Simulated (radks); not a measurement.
Numerical settings for the silver ion Ag2+, [Kr] 4d9. All-electron calculation, Dirac Kohn-Sham, BLYP, spin-unpolarised, spherical densities, point nucleus; open shells are shared between the two j in proportion to 2j + 1. Program: a radial shooting solver on a logarithmic mesh with Libxc functionals. The defaults (mesh step 0.008 in ln r, mesh end at 40 bohr or more with all orbitals vanishing there, Anderson mixing 0.5 over 9 steps, residual threshold near 1e-9 with the energy settled to 1e-9 hartree or 1e-11 of itself, here a cap of 65 iterations) give E = -5316.7255 hartree and 4d5/2 at -28.547 eV in 14 iterations. Times are rough (one thread of a shared host). Changes against that run (0 stands for a change within the tolerance of the run):

mesh step in ln r 0.012: iterations 14; converged yes; E (mhartree) 0; e(4d5/2) (meV) 0; CPU (s) 0.07
mesh step in ln r 0.12: iterations 2; converged no; E (mhartree) diverged; CPU (s) 0.02
mesh step in ln r 0.05: iterations 14; converged yes; E (mhartree) +0.0223; e(4d5/2) (meV) -0.0108; CPU (s) 0.02
mesh end (bohr) 3: iterations 14; converged yes; E (mhartree) +374; e(4d5/2) (meV) +5.16e+03; CPU (s) 0.09
mesh end (bohr) 12: iterations 14; converged yes; E (mhartree) 0; e(4d5/2) (meV) 0; CPU (s) 0.09
residual threshold 0.01: iterations 9; converged yes; E (mhartree) 0; e(4d5/2) (meV) -2.8; CPU (s) 0.07
residual threshold 1e-13: iterations 20; converged yes; E (mhartree) 0; e(4d5/2) (meV) 0; CPU (s) 0.11
mixing 0.01: iterations 20; converged yes; E (mhartree) 0; e(4d5/2) (meV) 0; CPU (s) 0.13
linear mixing, mixing 1: iterations 65; converged no; E (mhartree) +1.8e+04; e(4d5/2) (meV) -1.36e+05; CPU (s) 0.98
linear mixing, mixing 0.2: iterations 65; converged no; E (mhartree) 0; e(4d5/2) (meV) -0.00512; CPU (s) 0.35
mixing history 3: iterations 17; converged yes; E (mhartree) 0; e(4d5/2) (meV) 0; CPU (s) 0.11
iteration cap 2: iterations 2; converged no; E (mhartree) +1.24e+03; e(4d5/2) (meV) -2.5e+04; CPU (s) 0.02

Settings that end as converged yet miss the energy by more than 1 mhartree: mesh end (bohr) 3 (+0.374 hartree). A mesh that ends early acts as a hard wall.
